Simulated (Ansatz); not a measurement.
Stepwise reaction of `CN([SiH3])[SiH3]` with hydrogen fluoride, as a gas-phase model of exchange steps in deposition or etching. ΔE in kJ/mol.

Computed with Ansatz on PBE0-D4/def2-TZVP structures; ΔE is electronic, products minus reactants. CCSD(T)/CBS is the MP2 limit (def2-TZVPP, def2-QZVPP) plus CCSD(T) − MP2 in def2-TZVPP, frozen cores. This one scheme is used for every species. DFT in def2-TZVPP. B3LYP here is the variant with VWN-RPA as its local correlation; programs differ in this. Each species was taken in one conformer, which may not be the lowest.

| step | reaction | PBE-D4 | B3LYP-D4 | ωB97M-V | CCSD(T)/CBS |
| --- | --- | --- | --- | --- | --- |
| 1 | `CN([SiH3])[SiH3]` + H–F → `CN([SiH3])[SiH2]F` + H₂ | -129.1 | -137.2 | -138.1 | -134.9 |

(1) Give the row of step 2, `CN([SiH3])[SiH2]F` + H–F → `CN([SiH2]F)[SiH2]F` + H₂. (Best estimate.)

(2) By hand: ΔE of the 2 steps together at CCSD(T)/CBS.

Results:

(1) The calculation gave: 
```
step                                               reaction  PBE-D4  B3LYP-D4  ωB97M-V  CCSD(T)/CBS
   2  `CN([SiH3])[SiH2]F` + H–F → `CN([SiH2]F)[SiH2]F` + H₂  -124.8    -133.3   -134.1       -130.8
```

(2) (-134.9) + (-130.8) = -265.7 kJ/mol, or -132.9 kJ/mol a step.

In ΔE the steps differ by no more than 4.1 kJ/mol. All are downhill at CCSD(T)/CBS. PBE-D4 differs from CCSD(T)/CBS by 5.8 to 6.0 kJ/mol a step. Isolated molecules leave out the surface, adducts and barriers. Largest T1 diagnostic: 0.012.
